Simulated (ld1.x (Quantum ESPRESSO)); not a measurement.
An all-electron radial function and its pseudo partner (Ir)

Columns: radius, all-electron u(r) and pseudo u(r) of the 5d shell (level -7.66 eV) of iridium in the configuration [Xe] 4f14 5d7 6s1.75 6p0.25; PBEsol, scalar-relativistic, TM scheme, ld1.x (Quantum ESPRESSO) 7.5.

```json
{"r (bohr)": "0.170", "all-electron": "0.1212", "pseudo": "0.0091"}
{"r (bohr)": "0.340", "all-electron": "-0.3821", "pseudo": "0.0673"}
{"r (bohr)": "0.510", "all-electron": "-0.1859", "pseudo": "0.1975"}
{"r (bohr)": "0.680", "all-electron": "0.2249", "pseudo": "0.3838"}
{"r (bohr)": "0.850", "all-electron": "0.5506", "pseudo": "0.5801"}
{"r (bohr)": "1.020", "all-electron": "0.7407", "pseudo": "0.7360"}
{"r (bohr)": "1.190", "all-electron": "0.8214", "pseudo": "0.8221"}
{"r (bohr)": "1.360", "all-electron": "0.8305", "pseudo": "0.8390"}
{"r (bohr)": "1.530", "all-electron": "0.7976", "pseudo": "0.8064"}
{"r (bohr)": "1.700", "all-electron": "0.7431", "pseudo": "0.7480"}
{"r (bohr)": "1.870", "all-electron": "0.6793", "pseudo": "0.6808"}
{"r (bohr)": "2.040", "all-electron": "0.6134", "pseudo": "0.6136"}
{"r (bohr)": "2.210", "all-electron": "0.5494", "pseudo": "0.5494"}
{"r (bohr)": "2.380", "all-electron": "0.4893", "pseudo": "0.4893"}
{"r (bohr)": "2.550", "all-electron": "0.4342", "pseudo": "0.4342"}
{"r (bohr)": "2.720", "all-electron": "0.3841", "pseudo": "0.3841"}
{"r (bohr)": "2.890", "all-electron": "0.3391", "pseudo": "0.3391"}
{"r (bohr)": "3.060", "all-electron": "0.2989", "pseudo": "0.2989"}
{"r (bohr)": "3.230", "all-electron": "0.2631", "pseudo": "0.2631"}
{"r (bohr)": "3.400", "all-electron": "0.2314", "pseudo": "0.2314"}
{"r (bohr)": "3.570", "all-electron": "0.2033", "pseudo": "0.2033"}
{"r (bohr)": "3.740", "all-electron": "0.1785", "pseudo": "0.1785"}
{"r (bohr)": "3.910", "all-electron": "0.1567", "pseudo": "0.1567"}
{"r (bohr)": "4.080", "all-electron": "0.1374", "pseudo": "0.1374"}
{"r (bohr)": "4.250", "all-electron": "0.1205", "pseudo": "0.1205"}
{"r (bohr)": "4.420", "all-electron": "0.1057", "pseudo": "0.1057"}
```

How many radial nodes do the two functions have?

The all-electron 5d function has n − l − 1 = 2; the pseudo-wave has 0, since the states of the same l below it are removed with the core.

At about which radius was the pseudo-wave matched?

2.30 bohr. The columns agree to 0.0005 from 2.04 bohr on; several derivatives are matched, so the curves merge somewhat inside the radius.

Is the pseudo-wave norm-conserving?

Yes: the TM scheme keeps the norm inside the radius equal to the all-electron one, which fixes the energy derivative of the logarithmic derivative at the level.
